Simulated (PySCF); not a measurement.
SMILES NB(Br)Br, singlet, CAM-B3LYP/def2-SVP optimised geometry.

```
6

B     -0.11    -0.21     0.00
Br     1.81    -0.21     0.00
Br    -1.08    -1.88     0.00
N     -0.80     0.98     0.00
H     -1.81     1.03     0.00
H     -0.33     1.88     0.00
```

Density from CAM-B3LYP/def2-TZVP (PySCF) at that geometry.

Minimum of the electron density along straight lines between bonded atoms, close to the bond critical point (lines longer than 1.1 times the sum of covalent radii, or with two minima, are not listed):

| bond | length / Å | ρ at the minimum / e bohr⁻³ | ∇²ρ there / e bohr⁻⁵ | position (fraction from the first atom) |
|---|---|---|---|---|
| B1–Br2 | 1.927 | 0.136 | -0.28 | 0.31 |
| B1–Br3 | 1.927 | 0.136 | -0.28 | 0.31 |
| B1–N4 | 1.382 | … | … | 0.33 |
| N4–H5 | 1.013 | 0.335 | -1.74 | 0.75 |
| N4–H6 | 1.013 | 0.335 | -1.74 | 0.75 |

Some entries are withheld; supply them.


- B1–N4, ρ at the minimum / e bohr⁻³: 0.227
- B1–N4, ∇²ρ there / e bohr⁻⁵: 0.54
